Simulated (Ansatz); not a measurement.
Breaking a bond: SMILES B. The B1–H4 bond (B1 also carries H, H; H4 carries nothing else) is stretched with both fragments frozen at the PBE0/def2-TZVP optimised geometry.

RKS-PBE = restricted PBE/def2-SVP (Ansatz, a first-principles code); UKS-PBE = unrestricted PBE/def2-SVP (Ansatz); RKS-B3LYP = restricted B3LYP/def2-SVP (Ansatz); FCI = full CI/def2-SVP, frozen core (Ansatz).

Energies relative to the lowest point of each curve near equilibrium, in eV; the last columns give the error against full CI:

```tsv
R / Å	RKS-PBE	UKS-PBE	RKS-B3LYP	FCI	RKS-PBE − FCI	UKS-PBE − FCI	RKS-B3LYP − FCI
0.89	2.147	2.147	2.065	2.123	0.024	0.024	-0.058
0.97	1.040	1.040	0.979	1.008	0.032	0.032	-0.029
1.00	0.757	0.757	0.703	0.724	0.032	0.032	-0.022
1.08	0.257	0.257	0.224	0.231	0.026	0.026	-0.007
1.12	0.118	0.118	0.095	0.098	0.020	0.020	-0.003
1.16	0.036	0.036	0.023	0.023	0.013	0.013	-0.001
1.19	0.007	0.007	0.000	0.000	0.007	0.007	0.000
1.22	0.000	0.000	0.000	0.000	0.000	0.000	0.000
1.25	0.013	0.013	0.020	0.021	-0.007	-0.007	0.000
1.31	0.089	0.089	0.109	0.112	-0.023	-0.023	-0.003
1.39	0.267	0.267	0.303	0.311	-0.045	-0.045	-0.008
1.49	0.569	0.569	0.625	0.640	-0.071	-0.071	-0.015
1.59	0.921	0.921	0.996	1.015	-0.095	-0.095	-0.019
1.77	1.598	1.598	1.705	1.720	-0.122	-0.122	-0.015
1.95	2.262	2.262	2.399	2.385	-0.124	-0.124	0.014
2.14	2.904	2.904	3.073	2.994	-0.089	-0.089	0.079
2.39	3.635	3.635	3.844	3.619	0.016	0.016	0.226
2.63	4.211	4.108	4.460	4.036	0.175	0.072	0.424
2.93	4.777	4.401	5.074	4.356	0.421	0.045	0.719
3.17	5.125	4.512	5.461	4.498	0.627	0.014	0.963
3.62	5.586	4.594	5.993	4.618	0.968	-0.025	1.375
4.18	5.923	4.620	6.408	4.659	1.264	-0.039	1.749
```

RKS-PBE is furthest from FCI at 4.18 (1.264 eV, above); its mean absolute error over the points is 0.191 eV.

UKS-PBE is furthest from FCI at 1.95 (-0.124 eV, below); its mean absolute error over the points is 0.043 eV.

RKS-B3LYP is furthest from FCI at 4.18 (1.749 eV, above); its mean absolute error over the points is 0.260 eV.

The restricted form behind RKS-PBE, RKS-B3LYP keeps the bonding electrons paired and can't separate into open-shell fragments. The unrestricted determinant behind UKS-PBE is spin-contaminated at 2.63 to 4.18 Å (<S²> up to 1.0, against 0.00 for a pure singlet).
